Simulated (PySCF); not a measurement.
## How methods differ on the ionisation energy of Tc

Tc [Kr] 4d5 5s2 (6S) → Tc⁺ [Kr] 4d5 5s1 (7S), as a difference of total energies. Computed with PySCF 2.14 in aug-cc-pVTZ-PP with ECP28MDF (6s6p5d3f2g, 88 functions), with a scalar-relativistic core potential. Correlated levels: valence: 4s2 4p6 frozen. The calculations carry no spin-orbit coupling.

| method | ionisation energy (eV) | error (eV) |
| --- | --- | --- |
| UHF | 5.536 | -1.583 |
| LDA | 7.317 | +0.198 |
| PBE | 6.885 | -0.234 |
| PBE0 | 6.715 | -0.404 |
| r2SCAN | 6.562 | -0.557 |
| HSE06 | 6.734 | -0.385 |
| M06-2X | 7.734 | +0.615 |
| TPSS | 6.744 | -0.375 |
| CAM-B3LYP | 7.194 | +0.075 |
| MP2 (valence) | 6.752 | -0.367 |
| SCS-MP2 (valence) | 7.024 | -0.095 |

Reference: 7.119 eV (measured; NIST Atomic Spectra Database, ionization energies).

Errors of the correlated levels include the incompleteness of this basis and the frozen core.
